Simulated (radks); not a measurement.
The numbers below are computed, except where a source is named.
Q: Ionisation of the niobium ion Nb3+, [Kr] 4d2, to [Kr] 4d1 as the strength of local exchange is varied. Code: a radial shooting solver on a logarithmic mesh with Libxc functionals. Model: Dirac Kohn-Sham, Slater X-alpha exchange (alpha = 2/3 is LDA exchange), no correlation, spin-unpolarised, spherical densities, finite nucleus; open shells fill j = l - 1/2 first; Fermi nuclear charge, rms radius 4.324 fm.

alpha  E(Nb3+) (hartree)  exchange (hartree)  IE (eV)  -e of the level emptied (eV)  <r> of it (bohr)
0.592        -3798.35019           -97.52935   34.382                28.205 (4d3/2)             1.761
0.667        -3810.72470          -110.21602   35.700                29.426 (4d3/2)             1.725
0.709        -3817.67067          -117.35296   36.453                30.125 (4d3/2)             1.706
0.868        -3844.07167          -144.58182   39.397                32.874 (4d3/2)             1.639
x            -3813.20406          -112.76226   35.968                29.675 (4d3/2)             1.718

Which alpha was used in the last row?

A: alpha = 0.682. NIST Atomic Spectra Database: 37.61 eV (measured). The Delta-SCF value meets it near alpha = 0.77. Spin polarisation and multiplet splitting are left out, so open shells lie too high by an amount that depends on their filling.

Beside tabulated values, note that spin-unpolarised runs miss the spin-polarisation part of the exchange energy of open shells.
